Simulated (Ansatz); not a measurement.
`[CH2]C[SiH2]F` radical, one more setting.

```yaml
crystal:
  periodic: [false, false, false]
  atoms:
    - {symbol: C, position_ang: [-0.524237, 1.379683, 0.164858]}
    - {symbol: C, position_ang: [-0.747273, -0.071651, 0.288148]}
    - {symbol: Si, position_ang: [0.840863, -0.890396, -0.291289]}
    - {symbol: F, position_ang: [0.730669, -2.490012, -0.205179]}
    - {symbol: H, position_ang: [-0.719389, 1.894742, -0.766386]}
    - {symbol: H, position_ang: [-0.063089, 1.941116, 0.966563]}
    - {symbol: H, position_ang: [-0.941720, -0.381122, 1.319501]}
    - {symbol: H, position_ang: [-1.570213, -0.425538, -0.340173]}
    - {symbol: H, position_ang: [1.106795, -0.535505, -1.706222]}
    - {symbol: H, position_ang: [1.970796, -0.472516, 0.573179]}
basis:
  gaussian: {orbitals: x2c-TZVPPall, fitting: {mean_field: def2-universal-jkfit}, final_grid: {core_spheres: 8, valence_spheres: 7, degree: 23}}
magnetization: {spin_polarized: false, initial_magnetization: 1}
hamiltonian: {xc: {name: r2SCAN50}, dispersion: d4}
output: {forces: true}
```

```sh
$ ansatz run in.yaml --threads 4 --pin off --events-out ev --progress --plain --max-ram 10444MiB
```

Shortened log:

```
Functional definition: r2SCAN50
  name "r2SCAN50"
  cite "Bursch, Neugebauer, Ehlert & Grimme, J. Chem. Phys. 156, 134105 (2022) doi:10.1063/5.0086040"
  cite "Furness, Kaplan, Ning, Perdew & Sun, J. Phys. Chem. Lett. 11, 8208 (2020) doi:10.1021/acs.jpclett.0c02405"
  cite "Furness, Kaplan, Ning, Perdew & Sun, J. Phys. Chem. Lett. 11, 9248 (2020) doi:10.1021/acs.jpclett.0c03077"
  parent r2scan
  parameter a = 0.5
  parameter k0 = 0.174
  parameter k1 = 0.065
  parameter a1 = 4.9479
  exchange = (1 - a)*r2scan_x(k0 = k0, k1 = k1, a1 = a1) + a*exact_x
  correlation = r2scan_c
463 factors; integrals over basis functions are off by at most 1.7e0 eV
mean field evaluation 1: about -12780.1102 eV, gradient 4.4e1 eV
mean field evaluation 2: about -12780.1115 eV, gradient 4.4e1 eV
mean field evaluation 4: about -12784.1649 eV, gradient 3.2e0 eV
mean field evaluation 8: about -12784.1927 eV, gradient 2.7e-1 eV
mean field evaluation 16: about -12784.1931 eV, gradient 3.3e-5 eV
mean field -12784.19305240 eV, -469.8104292385 hartree, gradient 3.2e-5 eV, S^2 0.750000; 0 other end points of the search recorded, 0 dependent functions left out
the calculation of the forces begins
reference -12784.19305941 eV, -469.8104294962 hartree; 21, 20 occupied and 198, 199 virtual orbitals, 463 factors
Total energy: -12784.24664936 eV, -469.8123988905 hartree
Relativity: scalar
Atom 0 at    -0.524237     1.379683     0.164858 Å, force     0.019577     0.283030    -0.015274 eV/Å
Atom 1 at    -0.747273    -0.071651     0.288148 Å, force     0.072082    -0.302493    -0.018864 eV/Å
Atom 2 at     0.840863    -0.890396    -0.291289 Å, force    -0.095051    -0.422721     0.048429 eV/Å
Atom 3 at     0.730669    -2.490012    -0.205179 Å, force     0.038130     0.734584    -0.035301 eV/Å
Atom 4 at    -0.719389     1.894742    -0.766386 Å, force     0.071788    -0.186260     0.324913 eV/Å
Atom 5 at    -0.063089     1.941116     0.966563 Å, force    -0.158013    -0.202729    -0.282004 eV/Å
Atom 6 at    -0.941720    -0.381122     1.319501 Å, force     0.041377     0.119999    -0.325356 eV/Å
Atom 7 at    -1.570213    -0.425538    -0.340173 Å, force     0.244079     0.134332     0.210377 eV/Å
Atom 8 at     1.106795    -0.535505    -1.706222 Å, force    -0.038127    -0.073175     0.254744 eV/Å
Atom 9 at     1.970796    -0.472516     0.573179 Å, force    -0.195841    -0.084567    -0.161665 eV/Å
Dipole moment:    -0.117083     0.304033     0.035893 e Å
```

It took 5.5 s on 4 threads of an Arm Neoverse N1 on a shared host, with 0.41 GiB of host memory at the peak.
